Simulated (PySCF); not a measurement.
Ionisation energy of F³⁺ by level of theory

F³⁺ [He] 2s2 2p2 [2p1/2^2, M_J = 0] → F⁴⁺ [He] 2s2 2p1 [2p1/2^1, M_J = 1/2], as a difference of total energies. All numbers are calculated (PySCF 2.14, the two-component X2C-1e Hamiltonian, in x2c-QZVPPall-2c). Correlated levels: 1s2 frozen; the 2 highest virtual spinors dropped. "Screened" scales the spin-orbit matrix elements by Boettger's factors to mimic the two-electron term; Breit and QED terms are absent.

```csv
method,ionisation energy (eV),difference from reference (eV)
GHF (spin-free),86.814,-0.361
GMP2 (spin-free),87.325,+0.150
GHF (screened spin-orbit),86.783,-0.392
GMP2 (screened spin-orbit),87.295,+0.120
```

Reference: 87.175 ± 0.017 eV (semi-empirical (NIST evaluation); NIST Atomic Spectra Database, ionization energies).

Errors of the correlated levels include the incompleteness of this basis and the frozen core.

The labels give the starting determinants; with spin-orbit coupling the two ends relaxed to ⟨J²⟩ = 1.97, ⟨L²⟩ = 2.00, ⟨S²⟩ = 2.00 and ⟨J²⟩ = 0.93, ⟨L²⟩ = 2.01, ⟨S²⟩ = 0.75.

The determinant of F³⁺ mixes levels of different J (the jj label is only the starting occupation), so the difference between spin-free and spin-orbit rows is not the physical spin-orbit shift.
